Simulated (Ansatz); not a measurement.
Geometry optimisation, RHF/cc-pVDZ (Ansatz 0.2.0).

Input:

```yaml
crystal:
  periodic: [false, false, false]
  atoms:
    - { symbol: B, position_ang: [-0.6393, 0.3113, -0.7453] }
    - { symbol: "N", position_ang: [0.4035, 0.2808, 0.7277] }
    - { symbol: C, position_ang: [0.5866, -0.9386, 1.4839] }
    - { symbol: O, position_ang: [-1.1505, -0.8906, -1.1365] }
    - { symbol: O, position_ang: [-1.4288, 1.4355, -0.7246] }
    - { symbol: H, position_ang: [1.1957, 0.5747, -0.3129] }
    - { symbol: O, position_ang: [0.8749, 0.6717, -1.5482] }
    - { symbol: H, position_ang: [0.1926, 1.0695, 1.3232] }
    - { symbol: H, position_ang: [0.904, -1.7322, 0.806] }
    - { symbol: H, position_ang: [-0.3398, -1.2575, 1.9753] }
    - { symbol: H, position_ang: [1.3588, -0.8093, 2.2487] }
    - { symbol: H, position_ang: [-0.4999, -1.5829, -1.2252] }
    - { symbol: H, position_ang: [-2.2959, 1.2677, -1.0903] }
    - { symbol: H, position_ang: [0.8381, 1.5998, -1.7818] }
basis:
  gaussian: { orbitals: cc-pVDZ }
hamiltonian:
  xc: hf
relax:
  f_tol: 0.15
  max_steps: 25
  restrain:
    - { distance: [0, 6], at: 2.8, k: 30.0 }
    - { distance: [5, 1], at: 2.32, k: 30.0 }
    - { distance: [0, 1], at: 1.55, k: 30.0 }
    - { distance: [5, 6], at: 0.97, k: 30.0 }
```

Launched with:

```bash
$ ansatz run input.yaml --threads 2 --pin off --max-ram 3072MiB --backend cpu --events-out ev --progress --plain --runs-dir out
```

Where does it end, and by what steps?

The run converged. The restraints hold the end off the free minimum. After 9 steps the energy has fallen by 1.883 eV (the restraints' own energy left out); H6 moved furthest, 0.71 Å. Parted: B1–O7. Joined: H6–O7.

| step | energy less start (eV) | largest force component (eV/Å) | accepted |
| --- | --- | --- | --- |
| 0 | 0.0000 | 2.774 | yes |
| 1 | -0.0368 | 3.889 | yes |
| 2 | -0.9235 | 3.906 | yes |
| 3 | -1.4326 | 2.174 | yes |
| 4 | -1.6572 | 2.783 | yes |
| 5 | -1.8238 | 2.005 | yes |
| 6 | -1.8421 | 1.450 | yes |
| 7 | -1.8257 | 1.388 | no |
| 8 | -1.8770 | 1.591 | yes |
| 9 | -1.8833 | 1.584 | yes |

```xyz
14
Properties=species:S:1:pos:R:3
B -0.859 0.197 -0.327
N 0.078 0.182 0.828
C 0.508 -1.019 1.510
O -1.206 -0.908 -1.039
O -1.422 1.397 -0.646
H 1.482 0.890 -0.876
O 1.387 0.974 -1.823
H -0.006 0.974 1.434
H 0.857 -1.761 0.788
H -0.275 -1.488 2.120
H 1.355 -0.802 2.163
H -0.734 -1.694 -0.815
H -2.000 1.321 -1.391
H 0.836 1.738 -1.925
```

The run took 27 s on 2 threads of Arm Neoverse V1, with other jobs on the host, peak memory 0.27 GiB.
